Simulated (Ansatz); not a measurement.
`NB(Br)Br`. Charge 0, multiplicity 1. Geometry: relaxed with PBE0-D4/def2-TZVP. It is one conformer, not always the lowest.

```xyz
6

N    -0.798   -0.225    0.070
B     0.526    0.148   -0.046
Br    1.049    1.442   -1.369
Br    1.851   -0.623    1.113
H    -1.109   -0.898    0.750
H    -1.519    0.156   -0.518
```

**Question.** What is the dipole moment at PBE/def2-TZVPP? (An estimate is asked.)

**Answer.** Ansatz gave: 2.79 D, with components (-2.67, -0.75, 0.24) D in this frame, pointing from negative to positive charge.

**Question.** And with r2SCAN, B3LYP, ωB97M-V? (Best estimate.)

**Answer.** Ansatz gave: r2SCAN 2.85 D, B3LYP 2.80 D, ωB97M-V 2.84 D.

**Question.** Give the Mulliken charges with PBE, B3LYP, r2SCAN in def2-TZVPP. (An estimate is asked.)

**Answer.** The calculation gave: 
```json
{"atom": "N1", "PBE": "-0.20", "B3LYP": "-0.20", "r2SCAN": "-0.26"}
{"atom": "B2", "PBE": "0.05", "B3LYP": "0.10", "r2SCAN": "0.12"}
{"atom": "Br3", "PBE": "-0.11", "B3LYP": "-0.12", "r2SCAN": "-0.11"}
{"atom": "Br4", "PBE": "-0.11", "B3LYP": "-0.12", "r2SCAN": "-0.11"}
{"atom": "H5", "PBE": "0.18", "B3LYP": "0.17", "r2SCAN": "0.18"}
{"atom": "H6", "PBE": "0.18", "B3LYP": "0.17", "r2SCAN": "0.18"}
```

B3LYP here is the variant with VWN-RPA as its local correlation; programs differ in this.
